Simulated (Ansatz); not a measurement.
Gas-phase reaction R1 → P1 + P2, each structure at its B3LYP-D3(BJ)/def2-TZVP stationary point, reached from a drawn start (curvature not checked).
R1: H7NSi2 (SMILES [SiH3]N[SiH3]), charge 0, multiplicity 1.
P1: H6NSi2 (SMILES [SiH3][N][SiH3]), charge 0, multiplicity 2.
P2: H atom, charge 0, multiplicity 2.

P less R. No zero-point or thermal terms; singlets are restricted closed shells; open shells are unrestricted.

Cores are frozen in the correlated methods.

Codes used: Ansatz (Gaussian orbitals). All values are computed, each at the level named.

Total energies in hartree:

| structure | PBE/def2-TZVPP | PBE0/def2-TZVPP | CCSD(T)/cc-pV(T+d)Z |
|---|---|---|---|
| R1 | -637.635002 | -637.705762 | -637.029134 |
| P1 | -636.959591 | -637.025884 | -636.344077 |
| P2 | -0.499616 | -0.501036 | -0.499810 |

Question: Work out the reaction energy at each level in eV (1 hartree = 27.21139 eV), and say how far PBE/def2-TZVPP lies from CCSD(T)/cc-pV(T+d)Z.

Answer: 
- PBE/def2-TZVPP: (-636.959591) + (-0.499616) − (-637.635002) = 0.175795 hartree = 4.784 eV
- PBE0/def2-TZVPP: (-637.025884) + (-0.501036) − (-637.705762) = 0.178842 hartree = 4.867 eV
- CCSD(T)/cc-pV(T+d)Z: (-636.344077) + (-0.499810) − (-637.029134) = 0.185247 hartree = 5.041 eV
PBE/def2-TZVPP less CCSD(T)/cc-pV(T+d)Z: -0.257 eV. CCSD(T)/cc-pV(T+d)Z is the level counted from, the highest shown, and no exact or measured value.

Ansatz is a first-principles code.
